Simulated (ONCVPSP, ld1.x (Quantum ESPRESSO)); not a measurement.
# Hardness and transferability of assorted potentials

Generated with ld1.x 7.5 (TM, RRKJ, ultrasoft, PAW), atompaw 4.2 or ONCVPSP 4.0.1. The cutoff is in Ry: for ld1.x and atompaw files where the sum of valence levels is converged to 10 mRy in a Bessel basis, for ONCV files where the hardest occupied wave has 1 mHa per electron of residual kinetic energy. The error is the largest all-electron minus pseudo excitation energy over each file’s own four to seven test configurations (ionisations up to +4, promotions, holes and added fractions of an electron), all of which were solved. The labels leave out finer settings (local radius, basis sizes, second energies), which also bear on the numbers. Spin-polarised tests are not counted. The rows are a selection from randomly drawn settings: files with unsolved tests, undetermined cutoffs or missed reference levels are left out.

A true bound ghost makes a file unfit for plane-wave use even where its test errors are small: the radial tests pick states by their node count and pass the ghost by.

```csv
element,potential,cutoff (Ry),largest error (meV),bound ghosts
O,"RRKJ, PBE, non-relativistic, rc 0.70/1.20/1.05 (spd), local s, core correction yes, reference 2s2 2p4",90,+1225,none
Cr,"ONCV, PBE, fully relativistic, rc 1.00/1.10/1.30/1.20 (spdf), local smoothed, core correction yes, reference 3s2 3p6 3d4, qcut 7.4/12.1/10.7/9.7, projectors 2/2/2/2",209,+21,none
Zr,"ONCV, BLYP, scalar-relativistic, rc 2.00/1.65/2.95 (spd), local smoothed, core correction yes, reference 4s2 4p6 4d2 5s1, qcut 6.1/6.8/4.4, projectors 2/2/3",33,+103,none
Te,"TM, PBE, scalar-relativistic, rc 1.95/2.20/1.00/1.95 (spdf), local smoothed, core correction yes, reference 4d10 5s2 5p4",120,-306,none
Tm,"TM, PBE, scalar-relativistic, rc 1.20/1.45/2.00 (spd), local smoothed, core correction yes, reference 5s2 5p6 5d1 6s0 6p0",90,-70,none
Os,"PAW, PBE, scalar-relativistic, rc 1.45/2.45/2.20 (spd), local smoothed, core correction yes, reference 5s2 5p6 5d6 6s2 6p0",30,-10,none
Pb,"ONCV, PBE, scalar-relativistic, rc 2.10/2.75/1.60 (spd), local smoothed, core correction yes, reference 5d10 6s2 6p1.5, qcut 3.3/3.2/8.5, projectors 1/2/1",51,-23,s
```

Question: Fill in the row for F: TM semilocal, BLYP, scalar-relativistic, rc 0.64/1.08/0.82 (spd), local s, core correction yes, reference 2s2 2p4.75.

Answer: cutoff 160 Ry, largest error +183 meV, bound ghosts: none.
